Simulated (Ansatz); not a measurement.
`F[SiH](Cl)[O][GeH3]` + `C[SeH]` → `C[Se][SiH](F)Cl` + `[OH][GeH3]` at 600 K and 1 bar (ligand exchange at the Si–O bond).

Calculated with Ansatz (gas phase, PBE0-D4/def2-TZVP geometries, no zero-point term in ΔE). CCSD(T)/CBS adds triple-zeta CCSD(T) − MP2 to the extrapolated MP2 energy (def2 sets, frozen cores). For Ge, Se outer-core shells are correlated without core-valence functions, which leaves a few kJ/mol of doubt a bond. Scalar relativity is left out up to krypton. Each species was taken in one conformer, which may not be the lowest.

```json
{"species": "`F[SiH](Cl)[O][GeH3]`", "CCSD(T)/CBS energy (Eh)": "-3002.53092", "H − E (kJ/mol)": "174.9", "S (J/(mol·K))": "484.1"}
{"species": "`C[SeH]`", "CCSD(T)/CBS energy (Eh)": "-2441.15625", "H − E (kJ/mol)": "149.5", "S (J/(mol·K))": "312.9"}
{"species": "`C[Se][SiH](F)Cl`", "CCSD(T)/CBS energy (Eh)": "-3289.96087", "H − E (kJ/mol)": "198.2", "S (J/(mol·K))": "468.8"}
{"species": "`[OH][GeH3]`", "CCSD(T)/CBS energy (Eh)": "-2153.69723", "H − E (kJ/mol)": "132.5", "S (J/(mol·K))": "324.6"}
```

H − E and S are ideal-gas, rigid-rotor, harmonic terms from PBE0-D4/def2-TZVP, for one conformer and one mirror image of each species. 1 Eh = 2625.50 kJ/mol, R = 8.31446 J/(mol·K).

Question: By hand: ΔE, ΔH, ΔS and ΔG.

Answer: ΔE = (-3289.96087) + (-2153.69723) − (-3002.53092) − (-2441.15625) = 0.02907 Eh = 76.3 kJ/mol. Δ(H − E) = 198.2 + 132.5 − 174.9 − 149.5 = 6.3, so ΔH = 82.6 kJ/mol. ΔS = 468.8 + 324.6 − 484.1 − 312.9 = -3.6 J/(mol·K). ΔG = 82.6 − 600 × (-3.6)/1000 = 84.8 kJ/mol.

Question: By hand: the equilibrium constant, and the temperature at which ΔG would vanish if ΔH and ΔS stayed fixed.

Answer: log₁₀ K = −ΔG/(RT ln 10) = -7.4. ΔH and −TΔS have one sign here, so there is no such temperature. One of them is within its doubt of zero, so this could turn.

The number of gas molecules stays the same, so ΔS is small and ΔH decides. A doubt of 5 kJ/mol in ΔE shifts log₁₀ K by 0.4 here. Other conformers and mirror images would add mixing entropy, several J/(mol·K) or more a flexible species. Modes under 60 cm⁻¹, often nearly free rotors, make the harmonic entropy too high. These are equilibria of isolated gas molecules and say nothing of rates. Largest T1 diagnostic: 0.011 (customary marks: 0.02 for closed shells, 0.045 for open ones).
